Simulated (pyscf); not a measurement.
Optimised with ωB97X-D3(BJ)/def2-SVP in PySCF. Correlated levels are frozen-core, on RHF or UHF. ΔMP2 is the change of the MP2 total energy from the triple- to the quadruple-zeta basis.

Q: Estimate by transition-state theory (the high-pressure limit) the rate constant of [H₃C–Sn=O]• → [H₂C=Sn–OH]• (doublet surface; C–H broken, H–O formed) at 900 K, with CCSD(T)/def2-TZVPP + ΔMP2(QZVPP) energies (ideal gas, 1 atm, RRHO with modes under 100 cm⁻¹ raised to 100, one conformer, R ln 2 for rigid chiral ones; no tunnelling).

A: The electronic barrier is 23.1 kcal/mol and the thermal terms add +1.2, so ΔG‡ = 24.3 kcal/mol. With k_BT/h = 1.88e+13 s⁻¹ and RT = 1.788 kcal/mol, k = 2.4e+07 s⁻¹; so small a molecule is far into fall-off at 1 atm, where the true rate is lower. Wigner's tunnelling factor for 2098i cm⁻¹ would be 1.47, likely too low at so high a frequency. A shift of 1 kcal/mol in the barrier changes k by a factor 1.7. One saddle was located; it need not be the lowest between these sides. The CCSD(T) − MP2 part came from Ansatz, without density fitting, on the same reference. The frozen core leaves the outer d or s,p core shells of the metals and heavy elements correlated in the MP2 and CC values, and def2-TZVPP describes them poorly, which can shift differences by a few kcal/mol. Elements past Kr carry the def2 core potentials, without spin-orbit coupling.
